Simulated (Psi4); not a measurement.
C$_{3}$H$_{2}$N, doublet, geometry from GFN2-xTB; TPSS/6-31G (Psi4).

Here is a job for Psi4.
```
memory 2 GB

molecule {
0 2
C    -0.11313790   -1.67318767    0.00936735
C     0.54855143   -0.55698381   -0.00507353
C    -0.07279738    0.71679934   -0.00231842
H     0.06167781   -2.72178733    0.01180423
H     1.64421931   -0.48441128   -0.02072222
N    -0.55451343    1.75520450   -0.00041920
}

set {
  basis 6-31g
  reference uks
  e_convergence 1e-10
}

energy('tpss')
print_variables()
```

What the program printed (banner, timings and long lists left out):

```
   => Loading Basis Set <=

    Name: 6-31G
    Role: ORBITAL
    Keyword: BASIS

         ---------------------------------------------------------
                                   SCF
               by Justin Turney, Rob Parrish, Andy Simmonett
                          and Daniel G. A. Smith
                              UKS Reference
         ---------------------------------------------------------

  ==> Geometry <==

    Molecular point group: c1
    Full point group: C1

    Geometry (in Angstrom), charge = 0, multiplicity = 2:

       Center              X                  Y                   Z               Mass
    ------------   -----------------  -----------------  -----------------  -----------------
         C           -0.080567839755    -1.734444566742     0.009197277820    12.000000000000
         C            0.581121490245    -0.618240706742    -0.005243602180    12.000000000000
         C           -0.040227319755     0.655542443258    -0.002488492180    12.000000000000
         H            0.094247870245    -2.783044226742     0.011634157820     1.007825032230
         H            1.676789370245    -0.545668176742    -0.020892292180     1.007825032230
         N           -0.521943369755     1.693947603258    -0.000589272180    14.003074004430

  Running in c1 symmetry.

  Rotational constants: A =      2.20256  B =      0.17328  C =      0.16064 [cm^-1]
  Rotational constants: A =  66031.13132  B =   5194.78782  C =   4815.91141 [MHz]
  Nuclear repulsion =   84.048965771512187

  Charge       = 0
  Multiplicity = 2
  Electrons    = 27
  Nalpha       = 14
  Nbeta        = 13

  ==> Algorithm <==

  SCF Algorithm Type is DF.
  DIIS enabled.
  MOM disabled.
  Fractional occupation disabled.
  Guess Type is SAD.
  Energy threshold   = 1.00e-10
  Density threshold  = 1.00e-06
  Integral threshold = 1.00e-12

  ==> Primary Basis <==

  Basis Set: 6-31G
    Blend: 6-31G
    Number of shells: 24
    Number of basis functions: 40
    Number of Cartesian functions: 40
    Spherical Harmonics?: false
    Max angular momentum: 1

  ==> DFT Potential <==

   => LibXC <=

    Version 7.1.2
    S. Lehtola, C. Steigemann, M. J. T. Oliveira, and M. A. L. Marques,  SoftwareX 7, 1–5 (2018) (10.1016/j.softx.2017.11.002)

   => Composite Functional: TPSS <=

    TPSS Meta-GGA XC Functional

    J. Tao, et al., Phys. Rev. Lett., 91, 146401, 2003

    Deriv               =              1
    GGA                 =           TRUE
    Meta                =           TRUE

    Exchange Hybrid     =          FALSE
    MP2 Hybrid          =          FALSE

   => Exchange Functionals <=

    1.0000   XC_MGGA_X_TPSS

   => Correlation Functionals <=

    1.0000   XC_MGGA_C_TPSS

   => LibXC Density Thresholds  <==

    XC_MGGA_C_TPSS:  1.00E-15
    XC_MGGA_X_TPSS:  1.00E-15

   => Molecular Quadrature <=

    Radial Scheme          =       TREUTLER
    Pruning Scheme         =           NONE
    Nuclear Scheme         =       TREUTLER

    Blocking Scheme        =         OCTREE
    BS radius alpha        =              1
    Pruning alpha          =              1
    Radial Points          =             75
    Spherical Points       =            302
    Total Points           =         127980
    Total Blocks           =           1020
    Max Points             =            255
    Max Functions          =             40
    Weights Tolerance      =       1.00E-15

   => Loading Basis Set <=

    Name: (6-31G AUX)
    Role: JKFIT
    Keyword: DF_BASIS_SCF

  ==> Integral Setup <==

  SCF_SUBTYPE=INCORE selected. In-core MEM_DF algorithm will be used.
  Using in-core AOs.

  ==> MemDFJK: Density-Fitted J/K Matrices <==

    J tasked:                   Yes
    K tasked:                    No
    wK tasked:                   No
    Algorithm:                 Core
    Schwarz Cutoff:           1E-12
    Mask sparsity (%):       0.6250
    Fitting Condition:        1E-10

   => Auxiliary Basis Set <=

  Basis Set: (6-31G AUX)
[...]
   -------------------------

  ==> Iterations <==

                           Total Energy        Delta E     RMS |[F,P]|

   @DF-UKS iter SAD:  -169.62037258158767   -1.69620e+02   0.00000e+00
   @DF-UKS iter   1:  -169.91625707784740   -2.95884e-01   1.53176e-02 DIIS/ADIIS
   @DF-UKS iter   2:  -169.41631671381816    4.99940e-01   2.75429e-02 DIIS/ADIIS
   @DF-UKS iter   3:  -170.01805828019002   -6.01742e-01   1.07594e-02 DIIS/ADIIS
   @DF-UKS iter   4:  -170.12041839058546   -1.02360e-01   1.97407e-03 DIIS/ADIIS
   @DF-UKS iter   5:  -170.12046614473346   -4.77541e-05   1.78813e-03 DIIS/ADIIS
   @DF-UKS iter   6:  -170.12347593016955   -3.00979e-03   2.83075e-04 DIIS/ADIIS
   @DF-UKS iter   7:  -170.12356167099244   -8.57408e-05   9.42306e-05 DIIS
   @DF-UKS iter   8:  -170.12358347985270   -2.18089e-05   4.82663e-05 DIIS
   @DF-UKS iter   9:  -170.12359295836686   -9.47851e-06   1.64001e-05 DIIS
   @DF-UKS iter  10:  -170.12359382597583   -8.67609e-07   3.43741e-06 DIIS
   @DF-UKS iter  11:  -170.12359385377408   -2.77983e-08   1.00761e-06 DIIS
   @DF-UKS iter  12:  -170.12359385703397   -3.25988e-09   3.22340e-07 DIIS
   @DF-UKS iter  13:  -170.12359385740322   -3.69255e-10   5.37340e-08 DIIS
   @DF-UKS iter  14:  -170.12359385741482   -1.15961e-11   2.12796e-08 DIIS
  Energy and wave function converged.

  ==> Post-Iterations <==

   Electrons on quadrature grid:
      Nalpha   =   13.9999997850 ; deviation = -2.150e-07
      Nbeta    =   12.9999998335 ; deviation = -1.665e-07
      Ntotal   =   26.9999996185 ; deviation = -3.815e-07

   @Spin Contamination Metric:   1.831126112E-02
   @S^2 Expected:                7.500000000E-01
   @S^2 Observed:                7.683112611E-01
   @S   Expected:                5.000000000E-01
   @S   Observed:                5.000000000E-01

    Orbital Energies [Eh]
    ---------------------

    Alpha Occupied:

[...]
    Alpha Virtual:

[...]
    Beta Occupied:

[...]
      13A     -0.263811

    Beta Virtual:

[...]
    Final Occupation by Irrep:
              A
    DOCC [    13 ]
    SOCC [     1 ]
    NA   [    14 ]
    NB   [    13 ]

  @DF-UKS Final Energy:  -170.12359385741482

   => Energetics <=

    Nuclear Repulsion Energy =             84.0489657715121865
    One-Electron Energy =                -394.2536175400148863
    Two-Electron Energy =                 163.9527505587523422
    DFT Exchange-Correlation Energy =     -23.8716926476644815
    Empirical Dispersion Energy =           0.0000000000000000
    VV10 Nonlocal Energy =                  0.0000000000000000
    Total Energy =                       -170.1235938574148179

  UHF NO Occupations:
  HONO-2 :   12  A 1.9993448
  HONO-1 :   13  A 1.9920750
  HONO-0 :   14  A 1.0000000
  LUNO+0 :   15  A 0.0079250
  LUNO+1 :   16  A 0.0006552
  LUNO+2 :   17  A 0.0002923
  LUNO+3 :   18  A 0.0001349

Computation Completed

Properties will be evaluated at   0.000000,   0.000000,   0.000000 [a0]

Properties computed using the SCF density matrix

 Multipole Moments:

 ------------------------------------------------------------------------------------
     Multipole            Electronic (a.u.)      Nuclear  (a.u.)        Total (a.u.)
 ------------------------------------------------------------------------------------

 L = 1.  Multiply by 2.5417464519 to convert [e a0] to [Debye]
 Dipole X            :         -0.8970517            1.6618094            0.7647577
 Dipole Y            :          1.7034637           -3.1254864           -1.4220227
 Dipole Z            :          0.0046082           -0.0086775           -0.0040693
 Magnitude           :                                                    1.6146267

 ------------------------------------------------------------------------------------

  Variable Map:
  ----------------------------------------------------------------------------
[...]
  Array Variable Map:
  ----------------------------------------------------------------------------
[...]
[...]
```
